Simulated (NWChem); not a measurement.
System meant: C2H3ClCuN; SMILES CC#[N]->[Cu][Cl]

Here is an NWChem input.

```
start job
memory heap 200 mb stack 900 mb global 1100 mb
geometry units angstroms noautoz
  Cu     0.273123     0.304146    -0.435638
  Cl     1.223946     1.374602    -1.961751
  C     -1.748361    -1.956793     2.797424
  C     -1.085700    -1.218417     1.739865
  N     -0.550328    -0.620218     0.883992
  H     -1.740461    -1.372212     3.739922
  H     -1.232571    -2.921941     2.977125
  H     -2.801718    -2.166141     2.520417
end
basis spherical
  * library def2-svp
end
dft
  xc pbe0
  iterations 4
  mulliken
end
task dft energy
```

End of the output:

```
    Atom       Charge   Shell Charges
 -----------   ------   -------------------------------------------------------
    1 Cu  29    24.41   2.00  2.00  1.96  0.62  0.49  5.99  5.90  0.84  3.34  1.25  0.00
    2 Cl  17    17.07   2.00  1.95  1.03  0.85  5.81  2.13  3.27  0.02
    3 C    6     6.73   1.97  0.92  0.31  2.08  1.26  0.19
    4 C    6     7.43   1.97  0.69  0.38  2.77  1.37  0.24
    5 N    7     7.34   1.97  0.79  0.48  2.23  1.76  0.09
    6 H    1     1.74   0.69  0.84  0.21
    7 H    1     1.85   0.70  0.92  0.23
    8 H    1     1.44   0.65  0.61  0.18

 center of mass
 --------------
 x =   0.00006373 y =   0.24371400 z =  -0.00019150

 moments of inertia (a.u.)
 ------------------
        2110.698067021289           0.000000000000           0.000000000000
           0.000000000000          11.670776274616           0.000000000000
           0.000000000000           0.000000000000        2110.702018081140

     Multipole analysis of the density
     ---------------------------------

     L   x y z        total         alpha         beta         nuclear
     -   - - -        -----         -----         ----         -------
     0   0 0 0     -0.000000    -34.000000    -34.000000     68.000000

     1   1 0 0     -0.956761     -0.478381     -0.478381      0.000000
     1   0 1 0     34.179550     17.089775     17.089775     -0.000000
     1   0 0 1      0.602470      0.301235      0.301235      0.000000

     2   2 0 0    -50.093393    -27.942688    -27.942688      5.791983
     2   1 1 0      8.393472      4.184691      4.184691      0.024089
     2   1 0 1     -0.925344     -0.462759     -0.462759      0.000174
     2   0 2 0   -256.046101   -697.998286   -697.998286   1139.950471
     2   0 1 1     -5.409367     -2.668792     -2.668792     -0.071782
     2   0 0 2    -54.227666    -30.007630    -30.007630      5.787593

 ------------------------------------------------------------------------
 dft energy failed                                                                                  0
 ------------------------------------------------------------------------
 ------------------------------------------------------------------------
  current input line :
    21: task dft energy
 ------------------------------------------------------------------------
 ------------------------------------------------------------------------
 This type of error is most commonly associated with calculations not reaching convergence criteria
 ------------------------------------------------------------------------
 For more information see the NWChem manual at https://nwchemgit.github.io

0:dft energy failed:Received an Error in Communication
```

### Question
What is wrong, and how is it mended?

### Answer
The run did not converge; its last values are not results. Cause: the SCF was allowed too few iterations. This input runs:
```
start job
memory heap 200 mb stack 900 mb global 1100 mb
geometry units angstroms noautoz
  Cu     0.273123     0.304146    -0.435638
  Cl     1.223946     1.374602    -1.961751
  C     -1.748361    -1.956793     2.797424
  C     -1.085700    -1.218417     1.739865
  N     -0.550328    -0.620218     0.883992
  H     -1.740461    -1.372212     3.739922
  H     -1.232571    -2.921941     2.977125
  H     -2.801718    -2.166141     2.520417
end
basis spherical
  * library def2-svp
end
dft
  xc pbe0
  iterations 150
  mulliken
end
task dft energy
```
It converges to -2232.52423 Ha (PBE0/def2-SVP).
